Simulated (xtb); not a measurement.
NP, SMILES N#P. All values are semi-empirical tight-binding results from xtb (GFN2-xTB unless named), good for trends rather than for accurate numbers. The structure is a stationary point at GFN2-xTB.

Computed properties:
| Quantity | Result |
|---|---|
| point group as xtb finds it | C∞v |
| orbital gap | 3.22 eV |
| static polarisability (D4 model) | 32.1 bohr³ |
| solvation energy, GFN2-xTB/ALPB(water) | -1.6 kcal/mol |
| solvation energy, GFN2-xTB/ALPB(toluene) | -2.9 kcal/mol |
